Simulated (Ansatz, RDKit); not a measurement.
Complex: C2H2 (SMILES C#C) (first 4 atoms) with CH2O (SMILES C=O); geometry from B3LYP-D3(BJ)/def2-TZVP, rigid monomers moved along the line of their centres of mass till H4···O6 is 2.57 Å.
(charge 0, multiplicity 1):
```tsv
atom	x (Å)	y (Å)	z (Å)
C	0.4486	0.0475	-0.6377
C	-0.2297	-0.0232	0.3473
H	1.0422	0.1093	-1.5169
H	-0.8198	-0.0847	1.2355
C	0.2866	0.0528	4.0626
O	-0.8804	-0.0797	3.8091
H	1.0500	0.1352	3.2669
H	0.6521	0.0985	5.1050
```

Counterpoise-corrected where a basis set is named; no monomer relaxation. RDKit's UFF carries no charges.

Programs: Ansatz (a program for electronic structure) with Gaussian orbitals; RDKit for the force fields. Each number belongs to the level named beside it.

Problem. One of these levels gives -0.8 kJ/mol for the interaction energy. Which one is it?
(A) UFF
(B) MMFF94
(C) HF/aug-cc-pVDZ
(D) wB97M-V/def2-TZVPPD

Solution. A, UFF. The others give -4.9 (MMFF94), -8.0 (HF/aug-cc-pVDZ), -10.8 (wB97M-V/def2-TZVPPD)
